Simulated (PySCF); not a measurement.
**Electron correlation in Br (bromine, neutral)**

Starting occupation: [Ar] 3d10 4s2 4p5, 4p1/2 with m_j = -1/2, +1/2, 4p3/2 with m_j = -1/2, +1/2, +3/2. Computed with PySCF 2.14 in x2c-QZVPPall-2c (11s10p5d4f1g, 103 functions), with X2C-1e with screened-nucleus spin-orbit coupling, Gaussian nucleus. Frozen: [Ne]; 25 electrons correlated; the 8 highest virtual spinors left out.

MP2 pair energies summed by pair of shells (mhartree):

| pair | energy | share (%) |
| --- | --- | --- |
| 3d-3d | -374.31 | 40.3 |
| 3d-3p | -160.91 | 17.3 |
| 4p-4p | -91.39 | 9.8 |
| 3d-4p | -67.17 | 7.2 |
| 4p-4s | -53.46 | 5.8 |
| 3p-3p | -47.27 | 5.1 |
| 3d-3s | -46.72 | 5.0 |
| 3d-4s | -33.64 | 3.6 |
| 3p-3s | -18.60 | 2.0 |
| 3p-4p | -11.25 | 1.2 |
| 4s-4s | -9.06 | 1.0 |
| 3p-4s | -7.57 | 0.8 |
| 3s-3s | -3.55 | 0.4 |
| 3s-4p | -2.12 | 0.2 |
| 3s-4s | -1.17 | 0.1 |

Total MP2 correlation energy: -928.19 mhartree.

The GHF reference relaxed away from the jj start to a determinant that is no pure jj level (⟨S²⟩ = 0.76, ⟨J²⟩ = 3.76); the energies belong to that determinant.

This basis was not built for core-valence correlation, so the inner-shell part is incomplete.
